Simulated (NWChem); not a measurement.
WOCl$_{4}$; SMILES [O]=[W]([Cl])([Cl])([Cl])[Cl]

```xyz
6

W      0.0000     0.0000     0.1610
O      0.0000     0.0000     1.8292
Cl     2.2326     0.0000    -0.3904
Cl    -2.2326     0.0000    -0.3904
Cl     0.0000     2.2326    -0.3904
Cl     0.0000    -2.2326    -0.3904
```
Atoms are numbered in this order, from 1.

Computed with NWChem. Coordinates come from a PBE0/def2-SVP optimisation. Not confirmed as a minimum by frequencies. def2 effective core potentials on W; no spin-orbit coupling.

Predict the results for BP86/def2-SVP. Quantities: highest occupied level (eV); orbital gap (eV); dipole (D).

The highest occupied level (eV) comes out as -7.69 and the orbital gap (eV) is 2.04. The dipole (D) is 0.58.
